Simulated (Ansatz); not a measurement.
CHBrF2 (SMILES FC(F)Br) moved off its minimum; all values from Ansatz (a quantum-chemistry and plane-wave program), cores frozen in correlated methods.
(charge 0, multiplicity 1)
```xyz
5

F     -1.44573     0.96770    -0.33471
C     -0.93694     0.07462     0.27988
F     -1.50435    -1.04195    -0.30561
Br     1.00216     0.03361     0.02370
H     -1.24552     0.05577     1.36284
```

Forces at HF/def2-TZVPP (eV/Å):

```
atom      Fx      Fy      Fz
----  ------  ------  ------
F1    -2.390   6.540  -3.156
C2     0.540  -6.759   3.043
F3     1.340   0.252   1.162
Br4   -0.522  -0.075   0.296
H5     1.032   0.042  -1.344
```

**Question.** Give the forces (eV/Å), the total energy and the dipole at CCSD(T)/aug-cc-pVTZ.

**Answer.** 
| atom | Fx | Fy | Fz |
|---|---|---|---|
| F1 | -2.968 | 7.520 | -3.838 |
| C2 | 1.520 | -6.564 | 3.813 |
| F3 | 0.743 | -0.881 | 0.586 |
| Br4 | -0.146 | -0.083 | 0.248 |
| H5 | 0.852 | 0.008 | -0.808 |
Energy -2810.7464 hartree, dipole 1.53 D.
